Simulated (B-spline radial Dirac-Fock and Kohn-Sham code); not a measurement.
**Core and valence levels of Pr⁵⁺**

System: praseodymium as Pr⁵⁺, configuration 1s2 2s2 2p6 3s2 3p6 3d10 4s2 4p6 4d10 5s2 5p6, inside a Watson sphere of charge -5 and radius 2 Å (a model of the Madelung potential; inside it an electron's potential energy is raised by 36.0 eV); nuclear rms radius 4.8919 fm (A = 141).

These are calculated numbers from a radial B-spline solver; the model is Dirac-Fock (average of configuration) total-energy differences with a finite nucleus, the Breit interaction including its frequency dependence, and self-energy and vacuum-polarisation corrections. No correlation. Energies are counted from the vacuum level.

All terms are in eV, carry their sign (relaxation lowers the binding energy) and add up to the binding energy; ⟨r⟩ is the mean radius of the orbital in the initial state.

```
subshell  −ε (Koopmans)  relaxation    Gaunt  retardation     QED  binding energy  ⟨r⟩ (bohr)
       K        42267.6      -68.70  -119.15        10.09  -56.00         42033.8       0.024
      L1         6943.4      -35.77   -11.67         0.74   -7.35          6889.3       0.102
      L2         6546.6      -39.73   -20.56         2.29    0.41          6489.0       0.086
      L3         6063.1      -37.94   -14.63         2.83   -0.42          6012.9       0.092
      M1         1579.9      -14.81    -1.75         0.07   -1.57          1561.8       0.271
      M2         1410.5      -15.49    -3.33         0.33    0.08          1392.1       0.261
      M3         1312.5      -14.76    -2.18         0.46   -0.08          1295.9       0.273
      M4         1020.5      -16.69    -1.11         0.06    0.16          1002.9       0.245
      M5          999.7      -16.40    -0.62         0.07    0.10           982.8       0.248
      N1          366.2       -4.75    -0.29         0.01   -0.35           360.8       0.617
      N2          299.9       -4.61    -0.60         0.06    0.03           294.8       0.633
      N3          278.1       -4.33    -0.35         0.09    0.00           273.5       0.658
      N4          166.6       -4.07    -0.07         0.00    0.04           162.5       0.705
      N5          162.6       -3.98     0.02         0.00    0.03           158.7       0.714
      O1          72.89       -0.62    -0.05         0.00   -0.07           72.14       1.403
      O2          50.14       -0.59    -0.10         0.01    0.01           49.48       1.517
      O3          46.08       -0.53    -0.05         0.01    0.00           45.52       1.573
```

For the deepest level, K (1s), the Breit terms make up -0.259 % of the binding energy, QED -0.133 % and orbital relaxation -0.163 %.

Spin-orbit splittings: 2p 476.1 eV, 3p 96.13 eV, 3d 20.05 eV, 4p 21.29 eV, 4d 3.77 eV, 5p 3.96 eV.
